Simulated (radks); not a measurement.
Valence configurations of Gd II (all share [Xe]). All-electron calculation, scalar-relativistic Kohn-Sham, PBE, spin-polarised, spherical densities, point nucleus; open shells are filled with parallel spins first (spin-orbit coupling, left out, can overturn this in heavy ions). Program: a radial shooting solver on a logarithmic mesh with Libxc functionals. Energies are relative to 4f7 5d1 6s1; eigenvalues in eV for spin up.

| valence | E (eV) | moment (Bohr magnetons) | e(4f) | e(5d) | e(6p) | e(6s) |
|---|---|---|---|---|---|---|
| 4f7 5d1 6s1 | 0.000 | 9 | -16.771 | -9.030 | - | -9.797 |
| 4f8 6s1 | -0.531 | 7 | -10.616 | - | - | -9.026 |
| 4f8 5d1 | 1.149 | 7 | -8.863 | -6.326 | - | - |
| 4f6 5d1 6s1 6p1 | 15.047 | 9 | -27.252 | -12.991 | -7.727 | -12.066 |
| 4f6 5d2 6s1 | 10.353 | 9 | -23.474 | -10.499 | - | -10.386 |
| 4f7 5d2 | 0.958 | 9 | -14.646 | -7.674 | - | - |
| 4f7 5d1 6s0.5 6p0.5 | 1.858 | 9 | -17.397 | -9.495 | -6.399 | -10.124 |
| 4f7 5d1 6p1 | 3.720 | 9 | -18.014 | -9.942 | -6.716 | - |
| 4f7 6s2 | 0.458 | 7 | -19.222 | - | - | -10.335 |
| 4f5.5 5d2.5 6s1 | 17.574 | 9 | -27.037 | -11.213 | - | -10.628 |

NIST lists [Xe] 4f7 5d1 6s1 as the ground configuration; this level of theory puts 4f8 6s1 lower, by 0.531 eV. The energies are those of spherical high-spin densities, not of single terms.
